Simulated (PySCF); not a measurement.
PySCF 2.14 output of an unrestricted B3LYP calculation on a single atom or ion in x2c-TZVPPall with one added diffuse shell each of s, p, d type (7s6p5d1f, 57 functions), with scalar relativity by spin-free X2C-1e:

```
SCF conv_tol = 1e-09
number electrons alpha = 18  beta = 15
    P. J. Stephens, F. J. Devlin, C. F. Chabalowski, and M. J. Frisch.,  J. Phys. Chem. 98, 11623 (1994)
cycle= 1 E= -2098.81045134677  delta_E= -0.0104  |g|= 0.162  |ddm|= 0.228
cycle= 2 E= -2098.80944470417  delta_E= 0.00101  |g|= 0.182  |ddm|= 0.119
cycle= 3 E= -2098.81345586832  delta_E= -0.00401  |g|= 0.00895  |ddm|= 0.0665
cycle= 4 E= -2098.81350440186  delta_E= -4.85e-05  |g|= 0.000616  |ddm|= 0.0158
cycle= 5 E= -2098.81350473061  delta_E= -3.29e-07  |g|= 6.23e-05  |ddm|= 0.00236
cycle= 6 E= -2098.8135047316  delta_E= -9.86e-10  |g|= 4.5e-06  |ddm|= 0.000103
converged SCF energy = -2098.8135047316  <S^2> = 3.7504222  2S+1 = 4.0002111
```

The run itself started from symmetry-adapted Hartree-Fock orbitals and held the occupation by maximum overlap, on a logarithmic radial grid, so the iterations belong to that start.

Which element, charge and spin multiplicity is this?

Ge⁻ (germanium, charge -1), multiplicity 4; the state was [Ar] 3d10 4s2 4p3, high-spin 4S determinant.

At B3LYP the highest occupied level has a positive energy, so only the finite basis holds that electron; in a semilocal or global hybrid functional this comes from self-interaction and does not mean that the real anion is unbound.
